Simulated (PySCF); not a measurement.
Identify the compound

The spectra below were simulated for a compound C6H16NPSi.

¹H NMR (300 MHz, computed): δ 4.12 (m, 1H), 3.99 (m, 1H), 2.06 (m, 2H), 1.94 (m, 2H), 1.34 (m, 2H), 1.26 (m, 2H), 1.24 (m, 3H), 0.90 (m, 2H), -1.03 (br s, 1H).

¹³C{¹H} NMR (computed): δ 32.1 (CH2), 29.5 (CH2), 7.3 (CH3), 4.4 (CH2).

Theory: GFN2-xTB structure, shielding tensors at PBE0/pcSseg-1 (GIAO), in PySCF 2.14 (a single conformation, no solvent, non-relativistic Hamiltonian, equivalent nuclei averaged).

Scale: ¹H (31.72 ppm) and ¹³C (186.93 ppm) vs TMS (reference shieldings calculated alike).

Q: What is the structure?

A: 
1. 4 carbon signals for 6 carbons: some carbons are equivalent by symmetry or fast rotation.
2. Carbon types of the structure: 5 × CH2, 1 × CH3, leaving 3 H on heteroatoms.
3. δC 32.1, 29.5: sp3 CH2 bonded to P.
4. δC 7.3: methyl carbon; aliphatic region, no heteroatom directly attached.
5. δC 4.4: sp3 CH2 bonded to Si; an electropositive neighbour leaves it electron-rich and shielded.
6. δH 4.12, 3.99: hydrogen on a silicon bonded to 2 C, in a 6-membered ring.
7. δH 2.06, 1.34, 1.26: hydrogen on an sp3 CH2 bonded to P.
8. δH 1.94, 0.90: hydrogen on an sp3 CH2 bonded to Si.
9. δH -1.03: hydrogen on a nitrogen bonded to P; exchangeable; this is the value without hydrogen bonding to other molecules.

Structure: SMILES C1P(CC)(=N)CC[SiH2]C1.

The data come from this structure; uniqueness wasn't tested.

The OH or NH signal is concentration- and solvent-dependent in practice; the value given is the gas-phase one. Splittings by ³¹P in the carbon and heteronuclear signals aren't shown, as no couplings were computed. Shifts are as computed. Against solution values, carbons near 30 ppm lie about +3 ppm off and those near 130 ppm about +5 ppm. Of 1211 compounds with measured shifts, 218 miss one by over three times the rms of a fit or turn the order of signals round; such compounds aren't used in these exercises. Multiplicities follow the n + 1 count of equivalent neighbours, as no J values were calculated; m marks all less simple cases, F and P coupling included.
